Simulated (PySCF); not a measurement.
A structure optimised at PBE0-D3(BJ)/def2-TZVP, used in a PySCF frequency run:

```
Ge
H 1 1.5369
H 1 1.5387 2 109.57
H 1 1.5424 2 108.47 3 -117.48
C 1 1.9195 2 109.94 4 -121.30
H 5 1.0839 1 122.07 2 20.00
H 5 1.0842 6 115.98 1 -178.11
```
Charge 0, spin multiplicity 2.

Write its SMILES and formula.

[CH2][GeH3], CH₅Ge

What are its rotational constants (standard atomic weights)?

63.121, 9.5422, 9.2336 GHz
